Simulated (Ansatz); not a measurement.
Consider the cleavage of the Si–B bond: `NB(F)[SiH2]Cl` + HBr → `Cl[SiH2]Br` + `NBF`.

Computed with Ansatz on PBE0-D4/def2-TZVP structures; ΔE is electronic, products minus reactants. CCSD(T)/CBS is the MP2 limit (def2-TZVPP, def2-QZVPP) plus CCSD(T) − MP2 in def2-TZVPP, frozen cores. This one scheme is used for every species. Functionals use def2-TZVPP. B3LYP here is the variant with VWN-RPA as its local correlation; programs differ in this. For Br outer-core shells are correlated without core-valence functions, which leaves a few kJ/mol of doubt a bond. Scalar relativity is left out up to krypton. Each species was taken in one conformer, which may not be the lowest.

```csv
level,ΔE (kcal/mol)
PBE0,-25.2
B3LYP,-26.0
MP2/def2-TZVPP,-28.0
HF/CBS(def2),-30.0
```

**Question.** What does CCSD(T)/CBS give? (Estimate.)

**Answer.** The calculation gave: -26.7 kcal/mol. The listed levels differ from it by 1.5, 0.7, -1.3, -3.3 kcal/mol.

Largest T1 diagnostic among the species: 0.012.

In def2-TZVPP, CCSD(T) changes the Hartree–Fock value by +4.6 kcal/mol (the triples alone add +0.5 kcal/mol) and MP2 by +1.8 kcal/mol. The D4 term adds +0.8 kcal/mol with B3LYP and +0.5 kcal/mol with PBE0; it sums over pairs of atoms, weighted by their polarisabilities, and B3LYP, whose exchange is more repulsive, gets the larger term.
